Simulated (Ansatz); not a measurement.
Cost and result for the atomization energy of C2H7BGeO (`BC(=C)[O][GeH3]`) (12 atoms, 11 bonds).

Z-matrix (Å, degrees):
```
Ge
O 1 1.793
H 1 1.536 2 109.6
H 1 1.531 2 102.0 3 118.8
H 1 1.536 2 109.6 3 -122.4
C 2 1.360 1 123.6 3 61.0
C 6 1.347 2 117.9 1 -180.0
B 6 1.537 2 124.0 1 0.1
H 7 1.081 6 119.5 2 180.0
H 7 1.086 6 121.8 2 -0.0
H 8 1.198 6 121.9 2 0.1
H 8 1.193 6 118.8 2 -179.9
```

Total charge 0; spin multiplicity 1. Correlated methods include outer-core shells of Ge, which these sets cover unevenly. Scalar relativity is left out up to krypton. All single points use the PBE0-D4/def2-TZVP geometry. It is one conformer, not always the lowest. Program: Ansatz. All runs use 4 threads of an Intel Xeon Platinum 8488C on a shared host. Times are those of one run each, without the atoms' runs, and a repeat can differ threefold. Electronic energies, without spin–orbit coupling; frozen cores. CCSD(T)/CBS adds CCSD(T) − MP2 in def2-TZVPP to the MP2 limit, and its time is that of the two runs behind it. T1 = 0.013; the RHF reference is unstable towards UHF. With those shells the extrapolation isn't a true limit. B3LYP takes the VWN-RPA correlation (the form of Gaussian; ORCA's B3LYP/G).

CCSD(T)/CBS is a level of theory with its own doubt, some kJ/mol a heavy atom from the limit and from the frozen cores, so smaller differences don't rank the functionals.

```tsv
level	functions	wall time
PBE-D4/def2-TZVPP (with forces)	270	2.9 s
PBE0-D4/def2-TZVPP	270	3 s
r2SCAN-D4/def2-TZVPP (with forces)	270	4.5 s
B3LYP-D4/def2-TZVPP (with forces)	270	5.5 s
B2PLYP/def2-TZVPP	270	7 s
ωB97X-V/def2-TZVPP	270	8 s
ωB97M-V/def2-TZVPP (with forces)	270	10 s
MP2/def2-QZVPP	527	36 s
CCSD(T)/def2-TZVPP	270	3.6 min
CCSD(T)/CBS(def2)	–	4.2 min
```

(1) What atomization energy does each give, and how far from CCSD(T)/CBS? (An estimate is asked.)

Results:

(1) Computed: 
| level | atomization (kcal/mol) | difference from CCSD(T)/CBS | per bond |
| --- | --- | --- | --- |
| PBE-D4/def2-TZVPP (with forces) | 1048.9 | 18.8 | 1.7 |
| PBE0-D4/def2-TZVPP | 1031.5 | 1.4 | 0.1 |
| r2SCAN-D4/def2-TZVPP (with forces) | 1036.7 | 6.6 | 0.6 |
| B3LYP-D4/def2-TZVPP (with forces) | 1032.2 | 2.1 | 0.2 |
| B2PLYP/def2-TZVPP | 1021.8 | -8.3 | -0.8 |
| ωB97X-V/def2-TZVPP | 1033.8 | 3.7 | 0.3 |
| ωB97M-V/def2-TZVPP (with forces) | 1031.5 | 1.4 | 0.1 |
| MP2/def2-QZVPP | 1034.5 | 4.4 | 0.4 |
| CCSD(T)/def2-TZVPP | 1008.4 | -21.7 | -2.0 |
| CCSD(T)/CBS(def2) | 1030.1 | 0.0 | 0.0 |

In def2-TZVPP, CCSD(T) changes the Hartree–Fock value by +249.0 kcal/mol (the triples alone add +15.7 kcal/mol) and MP2 by +262.3 kcal/mol; breaking electron pairs costs correlation energy, which Hartree–Fock lacks. From PBE to PBE0 (25 % exact exchange), in def2-TZVPP and without D4, the atomization energy moves by −16.5 kcal/mol: exact exchange takes away binding that semilocal exchange gives to molecules. The D4 term adds +9.4 kcal/mol with B3LYP and +4.9 kcal/mol with PBE0; it sums over pairs of atoms, weighted by their polarisabilities, and B3LYP, whose exchange is more repulsive, gets the larger term.
